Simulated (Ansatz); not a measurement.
The lowest doublet and quartet of HSi (SMILES [SiH]); geometries from B3LYP-D3(BJ)/def2-TZVP, each state relaxed from the structure named, with no frequency check.
Doublet at the quartet's geometry (charge 0, multiplicity 2):
```xyz
2

Si     0.0000     0.0000    -0.1004
H      0.0000     0.0000     1.4055
```

A positive gap puts the quartet lower; no zero-point energy. U- takes an unrestricted doublet. The quartet is unrestricted in single-reference levels. Active spaces average the two states.

Frozen-core correlation.

Run with Ansatz (a program for electronic structure) with Gaussian orbitals. 

**Question.** Give the gap E(doublet) − E(quartet), vertical, at the quartet's geometry at the level U-CCSDT/cc-pV(D+d)Z.

**Answer.** -36.2 kcal/mol

**Question.** What is the computed gap E(doublet) − E(quartet), vertical, at the quartet's geometry (SA-CASSCF(5,5)/cc-pV(D+d)Z)?

**Answer.** -27.8 kcal/mol

**Question.** Predict the gap E(doublet) − E(quartet), vertical, at the quartet's geometry from FIC-MRCISD+Q on SA-CASSCF(5,5)/cc-pV(Q+d)Z.

**Answer.** -39.8 kcal/mol
